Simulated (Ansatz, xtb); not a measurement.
**A geometry optimisation of AlGeH2Si with r2SCAN-D4/def2-SVP**

The starting geometry of this gas-phase doublet was built from a drawn formula by distance geometry; its bonds are those of `[AlH][GeH]=[Si]`.

```yaml
atoms:
  - { symbol: Al, position_ang: [-0.4500, 1.5312, 2.1491] }
  - { symbol: Ge, position_ang: [-0.2655, -0.6351, 1.7342] }
  - { symbol: Si, position_ang: [-0.3518, -2.3360, 0.5058] }
  - { symbol: H, position_ang: [-0.5073, 3.1392, 1.7698] }
  - { symbol: H, position_ang: [0.7902, -1.1486, 2.7371] }
```

**Question.** Predict what becomes of its bonds when it is optimised with r2SCAN-D4/def2-SVP.

**Answer.** A new bond forms, giving a structure given below by its coordinates. Contacts that close: Al1–Si3 (4.20 → 2.39 Å).

The energy falls by 2.10 eV over 15 steps:

```tsv
step	E − E(last) (eV)
1	2.102
3	1.435
4	1.351
6	1.138
7	1.005
9	0.586
10	0.249
12	0.008
13	0.001
15	0.000
```

Final geometry (Å):

```yaml
atoms:
  - { symbol: Al, position_ang: [-0.5967, 1.1714, 1.3349] }
  - { symbol: Ge, position_ang: [0.3042, -0.8389, 2.2961] }
  - { symbol: Si, position_ang: [-0.7769, -0.9894, 0.3397] }
  - { symbol: H, position_ang: [-0.7901, 2.7386, 1.4860] }
  - { symbol: H, position_ang: [1.0750, -1.5311, 3.4393] }
```

From the same start GFN2-xTB reaches the same bonding as this run.

No frequencies were run, so the end isn't proven a minimum. Open shells are spin-unrestricted. Run with Ansatz 0.2.0, 120 s on 1 thread of Intel(R) Xeon(R) Platinum 8488C (Sapphire Rapids), on a shared host.
